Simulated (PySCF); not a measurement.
UHF on Ni³⁺ (nickel, charge +3)

Configuration: [Ar] 3d7, high-spin 4F determinant. Computed with PySCF 2.14 in dyall-av2z (16s12p7d2f, 101 functions), with the non-relativistic Hamiltonian (point nucleus).

* Total energy: -1504.806350 hartree
* One-electron energy: -2053.7663 hartree
* Hartree (Coulomb) energy: 609.9127 hartree
* Exchange energy: -60.9527 hartree
* Kinetic energy: 1504.78931 hartree
* ⟨S²⟩: 3.7528
* ⟨L²⟩: 12.019
* Sum of ⟨r⟩: 14.19 bohr
* Sum of ⟨r²⟩: 12.78 bohr²
* Density at the nucleus (Gaussians lack the cusp): 14800 bohr⁻³
* Spin density at the nucleus: -0.883 bohr⁻³
* Langevin diamagnetic susceptibility: -10.1 ×10⁻⁶ cm³/mol

```json
{"shell": "1s α", "electrons": "1", "mean orbital energy (eV)": "-8356.6", "spread (eV)": "0", "rms radius, mean of both spins (bohr)": "0.0635"}
{"shell": "1s β", "electrons": "1", "mean orbital energy (eV)": "-8356.6", "spread (eV)": "0", "rms radius, mean of both spins (bohr)": "0.0635"}
{"shell": "2s α", "electrons": "1", "mean orbital energy (eV)": "-1074.0", "spread (eV)": "0", "rms radius, mean of both spins (bohr)": "0.268"}
{"shell": "2s β", "electrons": "1", "mean orbital energy (eV)": "-1070.7", "spread (eV)": "0", "rms radius, mean of both spins (bohr)": "0.268"}
{"shell": "2p α", "electrons": "3", "mean orbital energy (eV)": "-938.61", "spread (eV)": "0", "rms radius, mean of both spins (bohr)": "0.239"}
{"shell": "2p β", "electrons": "3", "mean orbital energy (eV)": "-935.39", "spread (eV)": "0", "rms radius, mean of both spins (bohr)": "0.239"}
{"shell": "3s α", "electrons": "1", "mean orbital energy (eV)": "-176.47", "spread (eV)": "0", "rms radius, mean of both spins (bohr)": "0.799"}
{"shell": "3s β", "electrons": "1", "mean orbital energy (eV)": "-168.04", "spread (eV)": "0", "rms radius, mean of both spins (bohr)": "0.799"}
{"shell": "3p α", "electrons": "3", "mean orbital energy (eV)": "-133.34", "spread (eV)": "0", "rms radius, mean of both spins (bohr)": "0.839"}
{"shell": "3p β", "electrons": "3", "mean orbital energy (eV)": "-123.18", "spread (eV)": "0", "rms radius, mean of both spins (bohr)": "0.839"}
{"shell": "3d α", "electrons": "5", "mean orbital energy (eV)": "-60.580", "spread (eV)": "1.556", "rms radius, mean of both spins (bohr)": "0.984"}
{"shell": "3d β", "electrons": "2", "mean orbital energy (eV)": "-56.460", "spread (eV)": "0", "rms radius, mean of both spins (bohr)": "0.984"}
```

Spin-orbit constants ζ (cm⁻¹) from the X2C one-electron operator on these orbitals (non-relativistic here): bare nucleus, nucleus screened by l(l+1)(2l+1)/3 electrons, and screened by the Breit-Pauli mean field of the electrons.

```csv
shell,bare,screened nucleus,mean field
2p,93800,87100,83950
3p,11880,11030,10550
3d,1283,824.5,751.9
```

To first order the Landé constant is A = -250.6 cm⁻¹, so the lowest level has J = 9/2 and lies 0.140 eV below the centre of the term. This holds in LS coupling only.
